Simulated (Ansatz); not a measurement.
C3H7B2F, SMILES `C=CBB(C)F`, charge 0, multiplicity 1.

Problem. Give a relaxed structure at PBE0-D4/def2-TZVP (Ansatz 0.2.0). (Best estimate.)

Solution. The calculation gave: 
Z-matrix (Å, degrees):
```
C
B 1 1.567
H 1 1.092 2 114.4
H 1 1.094 2 111.6 3 124.9
H 1 1.099 2 107.5 3 -118.6
F 2 1.343 1 116.2 3 -162.5
B 2 1.690 1 124.6 3 19.7
C 7 1.542 2 125.4 1 -92.2
H 7 1.205 2 119.1 1 85.5
C 8 1.339 7 120.9 2 179.7
H 8 1.089 7 121.9 2 -1.3
H 10 1.086 8 120.6 7 -0.9
H 10 1.087 8 122.8 7 178.9
```
This is one stationary point; other conformers may exist.
